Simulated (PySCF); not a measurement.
ethenoxysilane (C2H6OSi), SMILES C(O[SiH3])=C.

Coordinates come from a B3LYP-D3(BJ)/def2-SVP optimisation. A frequency run showed that this geometry is not a minimum. Other conformers were not sampled.

Method: PBE/def2-TZVP in PySCF.

The molecule is in vacuum.

```json
{
 "total_energy": "-444.26175 hartree",
 "point_group": "Cs",
 "highest_occupied_level": "-5.72 eV",
 "lowest_empty_level": "-0.83 eV",
 "orbital_gap": "4.89 eV",
 "dipole_moment": "0.98 D",
 "quadrupole, principal values (traceless, Buckingham form, about the centre of nuclear charge)": "-3.55, 0.48, 3.07 D·Å",
 "mean_static_polarisability": "57.5 bohr³ (8.53 Å³)",
 "polarisability_principal_values": "44.2, 50.4, 78.1 bohr³"
}
```
